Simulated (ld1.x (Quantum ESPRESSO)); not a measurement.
## Building the TM potential for Tl (PBE, scalar-relativistic).

```
Element                 : Tl
Generator               : ld1.x (Quantum ESPRESSO) 7.5
Type                    : norm-conserving Troullier–Martins (Kleinman–Bylander form)
Functional              : PBE
Relativity              : scalar-relativistic
Frozen core             : [Xe] 4f14 5d10
Valence charge          : 3
Reference configuration : 6s2 6p1
Partial waves           : 6s (bound): rc 1.70 bohr; 6p (bound): rc 2.30 bohr
Local potential         : the p channel
Core correction         : Bessel-smoothed model core inside 1.75 bohr
```

All-electron outer shells of the reference configuration (PBE, scalar-relativistic, ld1.x):

```json
{"shell": "5p", "level (eV)": "-76.10", "outermost node (bohr)": "0.50", "outermost maximum (bohr)": "0.91"}
{"shell": "5d", "level (eV)": "-15.49", "outermost node (bohr)": "0.53", "outermost maximum (bohr)": "1.11"}
{"shell": "6s", "level (eV)": "-9.55", "outermost node (bohr)": "1.04", "outermost maximum (bohr)": "2.08"}
{"shell": "6p", "level (eV)": "-2.37", "outermost node (bohr)": "1.23", "outermost maximum (bohr)": "2.91"}
```

Question: Does the generator finish with these settings?

Answer: Yes, a potential is produced and its reference levels are reproduced.

Question: Estimate the cutoffs (Ry, on a coarse ladder) from which the occupation-weighted sum of valence levels, in a spherical-Bessel basis at the reference potential, stays within 10 and 1 mRy of its value at 400 Ry.

Answer: 30 Ry and 80 Ry.

Question: What does a ghost test show?

Answer: No extra level below or beside the all-electron valence levels (s, p, d, f tested).

Question: Which valence shell sets the plane-wave cutoff?

Answer: 6s: its level needs 50 Ry to come within 1 mRy, against 10 Ry for 6p.

Question: Tests: 6s2 6p0; 6s1 6p0; 6s2 6p0.5; 6s2 6p1.3; 6s1 6p2; 6s0 6p3; 6s1 6p1. Which has the largest error in its energy relative to the reference configuration, and how large is it?

Answer: 6s1 6p0, with -387 meV (all-electron minus pseudo) on +25.95 eV.
